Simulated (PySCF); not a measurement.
These compounds are isomers of formula C$_{7}$H$_{10}$ClFO.

A. SMILES F[C@@](C=C)(C(=O)Cl)C(C)C
B. SMILES ClC([C@]1(C)[C@H](C)[C@@H](F)C1)=O
C. SMILES C([C@@](C=C)(C)[C@@H](C)F)(=O)Cl

Spectrum 1. 1H NMR (400 MHz, computed): δ 6.32 (m, 1H), 5.87 (m, 1H), 5.65 (m, 1H), 4.88 (m, 1H), 1.68 (s, 3H), 1.38 (m, 3H). 13C{1H} NMR (computed): δ 190.7 (C), 143.5 (CH), 126.7 (CH2), 94.2 (CH), 63.3 (C), 22.9 (CH3), 19.0 (CH3).

Spectrum 2. 1H NMR (400 MHz, computed): δ 6.06 (m, 1H), 5.92 (m, 1H), 5.83 (m, 1H), 2.26 (m, 1H), 1.12 (d, 3H), 1.06 (d, 3H). 13C{1H} NMR (computed): δ 190.4 (C), 144.1 (CH), 125.6 (CH2), 105.8 (C), 41.1 (CH), 18.2 (CH3), 18.1 (CH3).

Spectrum 3. 1H NMR (400 MHz, computed): δ 4.57 (m, 1H), 3.28 (m, 1H), 2.39 (m, 1H), 1.92 (m, 1H), 1.66 (s, 3H), 1.32 (d, 3H). 13C{1H} NMR (computed): δ 191.1 (C), 90.8 (CH), 52.3 (CH), 49.1 (C), 39.4 (CH2), 29.5 (CH3), 17.3 (CH3).

[PySCF 2.14: structure optimised with GFN2-xTB; shieldings: GIAO PBE0/pcSseg-1; rapidly exchanging positions averaged; single conformer; isolated molecule; non-relativistic Hamiltonian]

δ = σ(ref) − σ, references computed at the same level: 1H (31.72 ppm), 13C (186.93 ppm) vs TMS. Splittings of carbon signals by F and P are missing where no couplings were computed. Where no couplings were computed, multiplicities follow the n + 1 count of equivalent neighbours, and m marks all less simple cases (inequivalent or close neighbours, rings, F or P nearby). Shifts are as computed. Against solution values, carbons near 30 ppm lie about +3 ppm off and those near 130 ppm about +5 ppm; carbons on Cl a further +6 ppm. Of 1211 compounds with measured shifts, 218 miss one by over three times the rms of a fit or turn the order of signals round; such compounds aren't used in these exercises. Carbons bonded to Cl come out too deshielded.

Match each spectrum to its structure.

Answers

1–C, 2–A, 3–B.

- Spectrum 1 (C): 7 13C signals; δC 143.5 is an alkene CH; δC 126.7 is a terminal =CH2 carbon.
- Spectrum 2 (A): 7 13C signals; δC 144.1 is an alkene CH; δC 125.6 is a terminal =CH2 carbon.
- Spectrum 3 (B): 7 13C signals; δC 90.8 is an sp3 CH bonded to F; δC 52.3 is an sp3 CH in a ring.
